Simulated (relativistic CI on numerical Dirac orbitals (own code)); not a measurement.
**Sensitivity of the levels of Zn XIV to α and to the nuclear radius**

Computed by Dirac-Coulomb-Breit CI, KLI orbitals optimised for each configuration, derivatives by finite differences, unscaled Slater integrals, QED left out (own radial code, finite nucleus).

Configurations in the expansion (outside the closed core [Ne]): 3s²3p⁵, 3s3p⁶, 3s²3p⁴3d, 3s3p⁵3d, 3p⁶3d, 3s3p⁴3d², 3p⁵3d², 3p⁴3d³. Double excitations out of closed p, d and f shells are left out; levels of such configurations are missing from the list, as are those of other unlisted configurations, and high levels can miss mixing partners.

With x = (α/α₀)² − 1 an excitation energy changes as ω = ω₀ + qx; K = 2q/ω₀ is the relative enhancement. Terms are leading LS components, so labels can repeat. The field-shift factor is F = δν/δ⟨r²⟩ for the transition from the lowest level.

Lowest level 3s²3p⁵ ²P°3/2.

```
         Level  ω₀ (cm⁻¹)  q (cm⁻¹)       K  F (GHz/fm²)
 3s²3p⁵ ²P°1/2      34191     35110    2.05       -0.154
   3s3p⁶ ²S1/2     365087     41110   0.225        -24.1
3s²3p⁴3d ⁴D5/2     494402     15510  0.0627        0.367
3s²3p⁴3d ⁴D7/2     495895     19050  0.0768        0.384
3s²3p⁴3d ⁴D3/2     496588     16690  0.0672        0.349
3s²3p⁴3d ⁴D1/2     500610     21810  0.0872         0.33
3s²3p⁴3d ⁴F9/2     533132     11420  0.0428        0.473
3s²3p⁴3d ²P1/2     535951     22190  0.0828        0.283
3s²3p⁴3d ⁴F7/2     542118     15580  0.0575        0.411
3s²3p⁴3d ²P3/2     549940     24000  0.0873        0.272
3s²3p⁴3d ²D3/2     552492     26100  0.0945        0.266
3s²3p⁴3d ⁴F5/2     552676     32790   0.119         0.33
3s²3p⁴3d ⁴P1/2     553063     17910  0.0648        0.126
3s²3p⁴3d ⁴F3/2     558241     31350   0.112        0.311
3s²3p⁴3d ²F7/2     566812     26270  0.0927        0.375
3s²3p⁴3d ⁴P3/2     567850     39480   0.139         0.23
3s²3p⁴3d ⁴P5/2     568769     29430   0.103        0.253
3s²3p⁴3d ²D5/2     575518     41250   0.143        0.224
3s²3p⁴3d ²G7/2     587001     35890   0.122        0.345
3s²3p⁴3d ²G9/2     589275     39820   0.135        0.396
3s²3p⁴3d ²F5/2     590549     40140   0.136         0.27
3s²3p⁴3d ²F5/2     621975     28760  0.0925          0.3
3s²3p⁴3d ²F7/2     631154     38290   0.121        0.279
```

At this charge energies of transitions that change n are usually good to better than 1 %, and those within a shell (Δn = 0) to a few per cent.
